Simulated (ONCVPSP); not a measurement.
technetium (Tc): one change to an ONCV potential, before and after

```json
{
  "Element": "technetium (Tc)",
  "Generator": "ONCVPSP 4.0.1",
  "Type": "optimised norm-conserving Vanderbilt (ONCV)",
  "Functional": "LDA (Perdew-Zunger)",
  "Relativity": "fully relativistic",
  "Frozen core": "[Ar] 3d10",
  "Valence charge": "15",
  "Reference configuration": "4s2 4p6 4d5 5s1.75 (charge +0.25)",
  "Partial waves": "4s+5s: rc 1.60 bohr, ncon 4, nbas 7, qcut 8.5 1/bohr, 2 projectors; 4p: rc 1.65 bohr, ncon 5, nbas 9, qcut 8 1/bohr, 2 projectors, debl 1 Ha; 4d: rc 1.65 bohr, ncon 4, nbas 8, qcut 6.5 1/bohr, 1 projector",
  "Local potential": "polynomial inside 1.35 bohr (lpopt 3, dvloc0 0 Ha)",
  "Core correction": "Teter function fitted to the true core (icmod 2), fcfact 0.6"
}
```

Open shells are filled in proportion to 2j + 1.

In the p channel the program set the typed energies aside and used -1.699, 0.250 Ha (j = l + 1/2; the other j can differ).

Change: s: rc 2.34.

Cutoffs: the cutoffs (Ha) at which the residual kinetic energy of the hardest occupied pseudo-wave falls to 1 and 0.1 mHa per electron; they do not see the model core or the augmentation charge, which bear on the density cutoff. Errors are all-electron minus pseudo energies relative to the spin-unpolarised reference configuration.

How do hardness, ghosts and transferability respond?

The potential gets neither clearly harder nor softer (24 Ha and 49 Ha → 23 Ha and 49 Ha); the p channel sets the loose cutoff, while the largest relative change is in s, which becomes softer; of the 4 tests that both files solve, the error grows in 3 and shrinks in 0 by more than 15 % and 0.3 meV (median size 0.0 → 0.7 meV); neither file shows a bound ghost. More of the atom is replaced by a form fitted at one configuration, so other configurations suffer.

| quantity | base | changed |
| --- | --- | --- |
| cutoff, loose | 24 Ha | 23 Ha |
| cutoff, tight | 49 Ha | 49 Ha |
| loose cutoff by channel | s 24 Ha, p 23 Ha, d 20 Ha | s 13 Ha, p 23 Ha, d 20 Ha |
| bound ghosts | none | none |
| GHOST(+) flags under 300 eV | none | none |
| error for 4s2 4p6 4d5 5s2, meV [ΔE -1.51 eV] | 0.0 | 0.0 |
| error for 4s2 4p6 4d5 5s1, meV [ΔE 6.92 eV] | 0.0 | -0.7 |
| error for 4s2 4p6 4d5 5s0, meV [ΔE 22.13 eV] | -1.1 | -6.1 |
| error for 4s2 4p6 4d5 5s1 5p1, meV [ΔE 2.33 eV] | 0.0 | -0.7 |
| p3/2: phases at 1.68 bohr within 0.05 rad from the reference energy up to (Ha; the scan ends near 5) | to the end of the scan | to the end of the scan |
| p1/2: phases at 1.68 bohr within 0.05 rad from the reference energy up to (Ha; the scan ends near 5) | to the end of the scan | to the end of the scan |
| d5/2: phases at 1.68 bohr within 0.05 rad from the reference energy up to (Ha; the scan ends near 5) | 3.7 | 3.7 |
| d3/2: phases at 1.68 bohr within 0.05 rad from the reference energy up to (Ha; the scan ends near 5) | 3.5 | 3.5 |
| rms error of d²Exc/dni dnj with the model core, mHa | 4.26 | 3.60 |
